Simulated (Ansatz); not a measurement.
`C[CH2][Cd][Cl]` + `CS[SiH2]O` → `C[S][Cd][Cl]` + `CC[SiH2]O`  (redistribution)

Gas-phase electronic energies from Ansatz, PBE0-D4/def2-TZVP geometries. CBS: MP2 limit from def2 TZ/QZ plus the TZ coupled-cluster correction, frozen cores. DFT in def2-TZVPP. Elements past krypton have def2 core potentials. For Cd outer-core shells are correlated without core-valence functions, which leaves a few kJ/mol of doubt a bond. Each species was taken in one conformer, which may not be the lowest.

Is it downhill or uphill in electronic energy at CCSD(T)/CBS, and by how much? (Best estimate.)

Ansatz gave: Downhill: ΔE = -25.0 kJ/mol.

What do these levels give: r2SCANh-D4, PBE-QIDH, r2SCAN0, HF/def2-SVP, MP2/def2-SVP, HF/CBS(def2)? (An estimate is asked.)

Computed: r2SCANh-D4 -22.4, PBE-QIDH -22.9, r2SCAN0 -25.3, HF/def2-SVP -50.4, MP2/def2-SVP -23.2, HF/CBS(def2) -47.2 kJ/mol.

Largest T1 diagnostic among the species: 0.013.

Leaving LDA and LC-ωPBE aside and taking each functional with its dispersion term where it has one, the values, not all of them listed here, spread over 15.4 kJ/mol, from BHLYP-D4 to revPBE-D4. From BLYP to BHLYP (50 % exact exchange), in def2-TZVPP and without D4, ΔE moves by −12.9 kJ/mol.
